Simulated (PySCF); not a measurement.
## Polarisability and C₆ of C²⁺ (carbon, charge +2)

[He] 2s1 2p1, high-spin 3P determinant (an excited configuration). Computed with PySCF 2.14 in dyall-acv3z (15s9p4d2f, 76 functions), with the non-relativistic Hamiltonian (point nucleus). Coupled (time-dependent) response in atomic units; α is the mean over directions.

| method | mean α (bohr³) | α xx, yy, zz | C₆ (like pair) | S(−4) |
| --- | --- | --- | --- | --- |
| PW91 | 2.840 | 3.542, 1.436, 3.542 | 3.394 | 14.54 |

S(−4) is the Cauchy moment in α(ω) = α(0) + S(−4) ω² + …

α(iu) at PW91:

```
u (hartree)  α(iu) (bohr³)
          0          2.840
     0.0500          2.804
      0.100          2.705
      0.200          2.389
      0.300          2.043
      0.500          1.496
      0.750          1.070
       1.00         0.8022
       1.50         0.4943
       2.00         0.3325
       3.00         0.1796
       5.00        0.07827
```

A single London oscillator, α(iu) = α/(1 + u²/ω²), gives C₆ = (3/4) ω α². Matching the computed C₆ needs ω = 4 × 3.394 / (3 × 2.840²) = 0.561 hartree.

For an ion, C₆ is the dispersion term alone; charge-induced terms of lower order in 1/R come first.

The components differ because the open shell of this determinant is not spherical; for a pure term their mean is the scalar polarisability.
